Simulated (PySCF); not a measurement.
Bonds (- single, = double, # triple, : aromatic): C1-C2, C2-Si3, Si3-N4, Si3-N5, Si3-O6, O6-Si7. C1 carries H8, H9, H10; C2 carries H11, H12; N4 carries H13, H14; N5 carries H15, H16; Si7 carries H17, H18, H19.

PySCF 2.14 calculation with GFN2-xTB structure and GIAO PBE0/pcSseg-1 shieldings; a single conformation, isolated molecule, relativity neglected, one averaged value for each set of equivalent atoms.

Chemical shifts δ = σref − σ; 13C (σ = 186.93 ppm) and 1H (σ = 31.72 ppm) and 29Si (σ = 349.16 ppm) vs TMS; 15N (σ = 267.73 ppm) against NH3; H2O for 17O (σ = 336.08 ppm), all at this level.

```
          atoms  nucleus  count  δ (ppm)
            Si3     29Si      1        ?
      H8/H9/H10       1H      3     1.05
             O6      17O      1     42.0
             C2      13C      1     10.7
             C1      13C      1        ?
    H17/H18/H19       1H      3     5.18
        H11/H12       1H      2     0.57
H13/H14/H15/H16       1H      4        ?
            Si7     29Si      1    -47.2
          N4/N5      15N      2     28.8
```

Fill in the missing shifts.

Results:


- C1: 9.2 ppm, methyl carbon; a saturated carbon with 1 carbon neighbour and no heteroatom attached
- H13/H14/H15/H16: 0.55 ppm, hydrogen on a nitrogen bonded to Si; labile proton, position sensitive to the medium
- Si3: -28.0 ppm, silicon bonded to C, 2 N, O

The OH or NH signal is concentration- and solvent-dependent in practice; the value given is the gas-phase one. Shifts are as computed. Against solution values, carbons near 30 ppm lie about +3 ppm off and those near 130 ppm about +5 ppm. Of 1309 compounds with measured shifts, 239 miss one by over three times the rms of a fit or turn the order of signals round; such compounds aren't used in these exercises. Experimental scales use liquid or dissolved standards, which lie at an offset from isolated NH3 (liquid NH3: subtract about 20 ppm) and H2O (liquid H2O: subtract about 36 ppm).
